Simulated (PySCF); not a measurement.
## Relaxation of quintet HIrO

Level of theory: UPBE0 in PySCF with Ir def2-TZVP with ECP60, O def2-TZVP, H def2-TZVP; scalar-relativistic core potentials, no spin–orbit coupling; density-fitted integrals. A (50,194) grid was used.

A hand-made bent start, of Cs symmetry, held to at least that symmetry:

```xyz
3
charge 0 multiplicity 5, angstrom
Ir    0.1013    0.0000   -0.0794
O    -1.3076    0.0000    0.9072
H     1.3628    0.0000    0.8039
```

Optimiser trace:
```json
{"step": "0", "E − E(last) (kJ/mol)": "31.42", "largest gradient (Eh/bohr)": "0.05331"}
{"step": "1", "E − E(last) (kJ/mol)": "14.98", "largest gradient (Eh/bohr)": "0.02183"}
{"step": "2", "E − E(last) (kJ/mol)": "9.70", "largest gradient (Eh/bohr)": "0.01526"}
{"step": "3", "E − E(last) (kJ/mol)": "1.58", "largest gradient (Eh/bohr)": "0.00944"}
{"step": "4", "E − E(last) (kJ/mol)": "0.76", "largest gradient (Eh/bohr)": "0.00618"}
{"step": "5", "E − E(last) (kJ/mol)": "0.03", "largest gradient (Eh/bohr)": "0.00046"}
{"step": "6", "E − E(last) (kJ/mol)": "0.00", "largest gradient (Eh/bohr)": "0.00009"}
{"step": "7", "E − E(last) (kJ/mol)": "0.00", "largest gradient (Eh/bohr)": "0.00002"}
```

It ends at Cs with Ir–H 1.653 Å, Ir–O 1.772 Å; H–Ir–O 138.6°. A frequency run shows a minimum. Other isomers or separated fragments may lie lower.

With open d or f shells other occupations or spin states may lie lower. At this level a triplet minimum of Cs symmetry lies 108 kJ/mol below this structure. Spin–orbit coupling, left out here, can matter for elements this heavy.

The relaxation took 15 s on 2 threads of a shared Intel Xeon Platinum 8375C @ 2.90GHz (Ice Lake) host, with 77 basis functions and 8 gradients; the process peaked at 0.45 GiB.
